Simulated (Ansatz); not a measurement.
Reaction (hydrogenolysis of the Si–O bond): `O[SiH2][Al]([OH])[OH]` + H₂ → `[OH][Al]([OH])[SiH3]` + H₂O

Isolated molecules relaxed with PBE0-D4/def2-TZVP in Ansatz; ΔE leaves out vibrations. CBS: MP2 limit from def2 TZ/QZ plus the TZ coupled-cluster correction, frozen cores. This one scheme is used for every species. DFT in def2-TZVPP. B3LYP here is the variant with VWN-RPA as its local correlation; programs differ in this. One conformer a species, not always the lowest.

| level | ΔE (kJ/mol) | difference from CCSD(T)/CBS |
| --- | --- | --- |
| PBE-D4 | 48.5 | -1.9 |
| ωB97X-V | 52.1 | 1.7 |
| ωB97M-V | 53.5 | 3.1 |
| B2PLYP | 52.8 | 2.4 |
| PBE | 45.3 | -5.1 |
| r2SCAN | 55.1 | 4.7 |
| B3LYP | 49.6 | -0.8 |
| HF/def2-TZVPP | 45.7 | -4.7 |
| MP2/def2-TZVPP | 55.8 | 5.4 |
| SCS-MP2/def2-TZVPP | 54.4 | 4.0 |
| HF/def2-QZVPP | 46.3 | -4.1 |
| MP2/def2-QZVPP | 56.9 | 6.5 |
| SCS-MP2/def2-QZVPP | 55.4 | 5.0 |
| HF/CBS(def2) | 46.4 | -4.0 |
| MP2/CBS(def2) | 57.4 | 7.0 |
| CCSD/CBS(def2) | 48.2 | -2.2 |
| CCSD(T)/CBS | 50.4 | 0 |

Largest T1 diagnostic among the species: 0.013.

The D4 term adds +5.1 kJ/mol with B3LYP and +2.8 kJ/mol with PBE0; it sums over pairs of atoms, weighted by their polarisabilities, and B3LYP, whose exchange is more repulsive, gets the larger term. In def2-TZVPP, CCSD(T) changes the Hartree–Fock value by +3.1 kJ/mol (the triples alone add +2.2 kJ/mol) and MP2 by +10.1 kJ/mol.
